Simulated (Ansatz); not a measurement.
Computed with Ansatz on PBE0-D4/def2-TZVP structures; ΔE is electronic, products minus reactants. CBS: MP2 limit from def2 TZ/QZ plus the TZ coupled-cluster correction, frozen cores. Functionals use def2-TZVPP. Each species was taken in one conformer, which may not be the lowest.

Reaction (cleavage of the B–B bond): `BB(C)CC` + `[CH3][Al]([CH3])[NH2]` → `B[NH][Al]([CH3])[CH3]` + `CBCC`

```csv
level,ΔE (kcal/mol),difference from CCSD(T)/CBS
r2SCAN-D4,-34.0,0.7
PBE0-D4,-33.9,0.8
ωB97M-V,-35.7,-1.0
CCSD/def2-TZVPP,-35.1,-0.4
CCSD(T)/def2-TZVPP,-35.4,-0.7
HF/def2-QZVPP,-35.9,-1.2
MP2/def2-QZVPP,-36.2,-1.5
SCS-MP2/def2-QZVPP,-35.9,-1.2
MP2/CBS(def2),-35.9,-1.2
CCSD/CBS(def2),-34.4,0.3
CCSD(T)/CBS,-34.7,0
```

Largest T1 diagnostic among the species: 0.011.

From PBE to PBE0 (25 % exact exchange), in def2-TZVPP and without D4, ΔE moves by −0.8 kcal/mol.
